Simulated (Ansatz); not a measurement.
A structure drawn as `N#C[Si](F)(F)F`, with this starting geometry:

Cartesian coordinates in Å:
```
N -1.749 -1.386 -1.233
C -0.897 -0.729 -0.644
Si 0.398 0.314 0.300
F -0.260 0.809 1.600
F 0.812 1.580 -0.603
F 1.697 -0.588 0.580
```

The species carries charge 0 and has multiplicity 1.

(1) Relax it with Ansatz at PBE-D4/def2-SVP and then PBE0-D4/def2-TZVP. Is the drawn bonding still there?

(2) Give the relaxed structure. (Estimate.)

Atoms count as bonded under 1.1 times the sum of their covalent radii (H–H under 0.85 Å, pairs among N, O and F under 1.55 Å), and a drawn bond as lost past 1.3 times.

## Answers

(1) Yes, every drawn bond is still there and no new one forms.

(2) The calculation gave: 
```xyz
6

N    -2.4049   -0.2244   -0.2642
C    -1.2667   -0.1182   -0.1391
Si    0.5364    0.0500    0.0589
F     1.1182   -1.2848    0.6238
F     0.8377    1.2181    1.0510
F     1.1794    0.3593   -1.3305
```
All modes are real.
